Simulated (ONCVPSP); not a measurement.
Mn (Z = 25): ONCV pseudisation with LDA (Perdew-Wang 92), scalar-relativistic reference atom.

The input file (ONCVPSP 4.0.1):

```
# ATOM AND REFERENCE CONFIGURATION
# atsym  z   nc   nv     iexc    psfile
  Mn 25.00    3    4  -001012      upf
#
#   n    l    f
    1    0    2.00
    2    0    2.00
    2    1    6.00
    3    0    2.00
    3    1    6.00
    3    2    5.00
    4    0    1.00
#
# PSEUDOPOTENTIAL AND OPTIMIZATION
# lmax
    2
#
#   l,   rc,      ep,       ncon, nbas, qcut
    0    1.25    0.00    4    7    8.90
    1    1.15    0.00    4    7   10.60
    2    1.15    0.00    4    7   15.00
#
# LOCAL POTENTIAL
# lloc, lpopt,  rc(5),   dvloc0
    2    5    1.15    0.00
#
# VANDERBILT-KLEINMAN-BYLANDER PROJECTORs
# l, nproj, debl
    0    2    2.70
    1    1    2.20
    2    0    3.90
#
# MODEL CORE CHARGE
# icmod, fcfact, rcfact
    3    1.75    1.15
#
# LOG DERIVATIVE ANALYSIS
# epsh1, epsh2, depsh
   -5.00    5.00    0.04
#
# OUTPUT GRID
# rlmax, drl
    6.00    0.01
#
# TEST CONFIGURATIONS
# ncnf
    4
# nvcnf
#   n    l    f
    4
    3    0    2.00
    3    1    6.00
    3    2    5.00
    4    0    2.00
#
    4
    3    0    2.00
    3    1    6.00
    3    2    5.00
    4    0    0.00
#
    4
    3    0    2.00
    3    1    6.00
    3    2    4.00
    4    0    0.00
#
    5
    3    0    2.00
    3    1    6.00
    3    2    5.00
    4    0    0.00
    4    1    1.00
#
```

Command:

```bash
oncvpsp.x < Mn.dat > Mn.out
```

The program printed (shortened: citation, most of the input echo, consistency checks and plot data are left out):

```
ONCVPSP  (Optimized Norm-Conservinng Vanderbilt PSeudopotential)
scalar-relativistic version 4.0.1

#   n    l    f        energy (Ha)
    1    0    2.00    -2.3604002E+02
    2    0    2.00    -2.7576357E+01
    2    1    6.00    -2.3444945E+01
    3    0    2.00    -3.4437881E+00
    3    1    6.00    -2.3078913E+00
    3    2    5.00    -5.5913169E-01
    4    0    1.00    -4.4699942E-01

Reference configufation results
  iterations    25
  all-electron total energy (Ha)   -1.15582387D+03

Begin loop to  construct optimized pseudo wave functions
and semi-local pseudopoentials for all angular momenta

Calculating optimized projector #   1

 for l=   0

    Fraction of norm inside rc  0.890420
    Optimizing pswf for qcut=   8.89 a_B^-1,  ecut=  39.55 Ha
    Residual kinetic energy error=  3.11D-05 Ha

    Energy error per electron        Cutoff
         Ha          eV             Ha
         0.01000     0.27211       23.43
         0.00100     0.02721       30.91
         0.00010     0.00272       36.60
         0.00001     0.00027       69.42

Calculating optimized projector #   2

 for l=   0

    Fraction of norm inside rc  0.041894
    Optimizing pswf for qcut=   8.89 a_B^-1,  ecut=  39.55 Ha
    Residual kinetic energy error=  1.73D-05 Ha

    Energy error per electron        Cutoff
         Ha          eV             Ha
         0.01000     0.27211       15.37
         0.00100     0.02721       27.33
         0.00010     0.00272       34.69
         0.00001     0.00027       43.21

Calculating optimized projector #   1

 for l=   1

    Fraction of norm inside rc  0.781237
    Optimizing pswf for qcut=  10.61 a_B^-1,  ecut=  56.32 Ha
    Residual kinetic energy error=  1.14D-06 Ha

    Energy error per electron        Cutoff
         Ha          eV             Ha
         0.01000     0.27211       23.02
         0.00100     0.02721       29.34
         0.00010     0.00272       34.40
         0.00001     0.00027       39.06

Calculating optimized projector #   1

 for l=   2

    Fraction of norm inside rc  0.579998
    Optimizing pswf for qcut=  15.00 a_B^-1,  ecut= 112.43 Ha
    Residual kinetic energy error=  7.33D-08 Ha

    Energy error per electron        Cutoff
         Ha          eV             Ha
         0.01000     0.27211       61.58
         0.00100     0.02721       76.18
         0.00010     0.00272       87.78
         0.00001     0.00027       97.07

Construct Vanderbilt / Kleinmman-Bylander projectors

B matrix Hermiticity error, ll=   0
   1   2    2.9987E-04

  Orthonormal projector coefficients  3.6097E+01  8.5759E+00

Model core correction analysis
  based on d2Exc/dn_idn_j

d2excae - all-electron derivatives

   -4.040365D-02   -3.769803D-02   -2.792208D-02   -3.068288D-03
   -3.769820D-02   -3.606645D-02   -2.747567D-02   -3.814066D-03
   -2.792246D-02   -2.747590D-02   -2.525237D-02   -1.014423D-02
   -3.068187D-03   -3.813661D-03   -1.013796D-02   -4.081048D-02

d2excps - pseudofunction derivatives with no core correction

   -4.461080D-02   -4.101699D-02   -3.179405D-02   -3.529727D-03
   -4.101725D-02   -3.919708D-02   -3.127465D-02   -4.099638D-03
   -3.179450D-02   -3.127492D-02   -2.780105D-02   -1.041838D-02
   -3.529699D-03   -4.099247D-03   -1.041212D-02   -4.085373D-02

rms 2nd derivative error    2.688159E-03

rmatch, rhocmatch    0.4336   37.4279

Teter function model core charge with specified parameters

d2excps - pseudofunction derivatives with core correction

   -4.216533D-02   -3.979028D-02   -3.103993D-02   -3.300663D-03
   -3.979037D-02   -3.843649D-02   -3.076029D-02   -3.986548D-03
   -3.104028D-02   -3.076054D-02   -2.743591D-02   -1.034962D-02
   -3.300567D-03   -3.986150D-03   -1.034336D-02   -4.083223D-02

rms 2nd derivative error    1.992405E-03

Pseudoatom total energy -103.678449

Diagnostic tests using Vanderbilt-Kleinman-Bylander pseudopotentials
  1 or more projectors used as specified by nproj input data

   l    rcore       rmatch      e in        delta e   norm test  slope test

   0   1.2574780   1.2956577  -3.4437881  -0.0000022   1.0001432   1.0001444
   0   1.2574780   1.2956577  -0.4469994   0.0000075   1.0000584   1.0000514

   1   1.1564548   1.1915673  -2.3078913  -0.0000197   0.9999924   1.0000173

   2   1.1564548   1.1915673  -0.5591317   0.0000013   1.0000023   1.0000028

 Testing for bound ghosts
   n   l    E NL Schr. Eq   E Basis Diag.   E Cutoff

   1   0       -3.443790       -3.443771    119.77
   2   0       -0.446992       -0.272413    119.77

   2   1       -2.307911       -2.307573    115.76

 Testing for highly-localized positive-energy ghosts
       l    <radius>/rc     E Basis Diag.   E Cutoff

       0        0.268671       22.359114    119.77  WARNING - GHOST(+)

Test configuration 0

   n   l     f        eae           eps        diff
   1   0  2.0000 -236.04001575
   2   0  2.0000  -27.57635697
   2   1  6.0000  -23.44494514
   3   0  2.0000   -3.44378808   -3.44379024   -2.16D-06
   3   1  6.0000   -2.30789128   -2.30791096   -1.97D-05
   3   2  5.0000   -0.55913169   -0.55913040    1.29D-06
   4   0  1.0000   -0.44699942   -0.44699191    7.51D-06

    Total energies and differences
      AE_ref= -1.15582387D+03  AE_tst= -1.15582387D+03  dif=  0.00D+00
      PS_ref= -1.03678449D+02  PS_tst= -1.03678449D+02  dif= -4.26D-14
      PSP excitation error=  4.26D-14

Test configuration 1

   n   l     f        eae           eps        diff
   1   0  2.0000 -235.73234374
   2   0  2.0000  -27.27534126
   2   1  6.0000  -23.14334828
   3   0  2.0000   -3.13866049   -3.13877583   -1.15D-04
   3   1  6.0000   -2.00246028   -2.00258606   -1.26D-04
   3   2  5.0000   -0.25757938   -0.25747996    9.94D-05
   4   0  2.0000   -0.19413997   -0.19415652   -1.66D-05

    Total energies and differences
      AE_ref= -1.15582387D+03  AE_tst= -1.15614163D+03  dif= -3.18D-01
      PS_ref= -1.03678449D+02  PS_tst= -1.03996244D+02  dif= -3.18D-01
      PSP excitation error=  3.59D-05

Test configuration 2

   n   l     f        eae           eps        diff
   1   0  2.0000 -236.39862315
   2   0  2.0000  -27.92476866
   2   1  6.0000  -23.79424140
   3   0  2.0000   -3.79666700   -3.79661850    4.85D-05
   3   1  6.0000   -2.66079111   -2.66072376    6.73D-05
   3   2  5.0000   -0.90482922   -0.90502313   -1.94D-04

    Total energies and differences
      AE_ref= -1.15582387D+03  AE_tst= -1.15524066D+03  dif=  5.83D-01
      PS_ref= -1.03678449D+02  PS_tst= -1.03095225D+02  dif=  5.83D-01
      PSP excitation error= -1.55D-05

Test configuration 3

   n   l     f        eae           eps        diff
   1   0  2.0000 -237.09102144
   2   0  2.0000  -28.64141158
   2   1  6.0000  -24.50859910
   3   0  2.0000   -4.46170827   -4.46411191   -2.40D-03
   3   1  6.0000   -3.31645016   -3.31785124   -1.40D-03
   3   2  4.0000   -1.52483854   -1.52486514   -2.66D-05

    Total energies and differences
      AE_ref= -1.15582387D+03  AE_tst= -1.15403471D+03  dif=  1.79D+00
      PS_ref= -1.03678449D+02  PS_tst= -1.01889028D+02  dif=  1.79D+00
      PSP excitation error= -2.58D-04

Test configuration 4

   n   l     f        eae           eps        diff
   1   0  2.0000 -236.09122959
   2   0  2.0000  -27.62511447
   2   1  6.0000  -23.49373248
   3   0  2.0000   -3.49499735   -3.49541064   -4.13D-04
   3   1  6.0000   -2.35898418   -2.35939357   -4.09D-04
   3   2  5.0000   -0.60748930   -0.60789510   -4.06D-04
   4   1  1.0000   -0.29836597   -0.29807073    2.95D-04

    Total energies and differences
      AE_ref= -1.15582387D+03  AE_tst= -1.15564692D+03  dif=  1.77D-01
      PS_ref= -1.03678449D+02  PS_tst= -1.03501054D+02  dif=  1.77D-01
      PSP excitation error= -4.46D-04
```

The run took about 3.1 s on one core of a shared server CPU.
